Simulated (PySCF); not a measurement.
Compound: ScS (doublet state).
Atom-mapped SMILES: `[S:1][Sc:2]`

Geometry (PBE0-D3(BJ)/def2-SVP, Å), atoms numbered from 1 in this order:
```xyz
2
ScS angstrom
S      1.0784   -0.0809    0.0069
Sc    -1.0286   -0.0068   -0.0292
```

Level of theory: PySCF 2.14.0, PBE0-D3(BJ)/def2-SVP geometry optimisation, gas phase.

Masses are those of the commonest isotopes; rigid-rotor values at the optimised geometry. 

Question: What are the moment of inertia and the rotational constant?

Answer: I = 83.074 u·Å², B = 505379 MHz·u·Å²/I = 6083 MHz (0.2029 cm⁻¹, or 0.292 K as hB/k). For two atoms I = μr² with μ = 18.6841 u and r = 2.1086 Å.

Question: List the first levels of a rigid rotor in a Σ state.

Answer: E(J) = BJ(J+1): J = 1: 0.406, J = 2: 1.218, J = 3: 2.435, J = 4: 4.058, J = 5: 6.088, J = 6: 8.523 cm⁻¹. For this open shell read J as N, the rotation without spin; fine and hyperfine splittings come on top.

Question: Where do the first rotational lines fall?

Answer: The dipole is 5.23 D; J+1 ← J lies at 2B(J+1): 1 ← 0 at 12.17 GHz, 2 ← 1 at 24.33 GHz, 3 ← 2 at 36.50 GHz, 4 ← 3 at 48.67 GHz, 5 ← 4 at 60.83 GHz, 6 ← 5 at 73.00 GHz.

Question: Estimate the classical rotational partition function at 50 K, 100 K and 500 K.

Answer: Point group C∞v, symmetry number σ = 1; q = kT/(σhB), k/h = 20836.6 MHz/K: 171 at 50 K, 343 at 100 K, 1710 at 500 K.

Stationary, but not proved a minimum. ⟨S²⟩ = 0.756 (exact for a doublet: 0.75). Constants of a rigid frame at the computed geometry: no zero-point averaging, no centrifugal distortion.

On one thread, AMD EPYC 9R45 (x86_64), no GPU, shared host with 96 logical CPUs at a one-minute load of 71, this took 10 s of wall time and 0.25 GiB of memory at its peak. These figures are those of the optimisation.
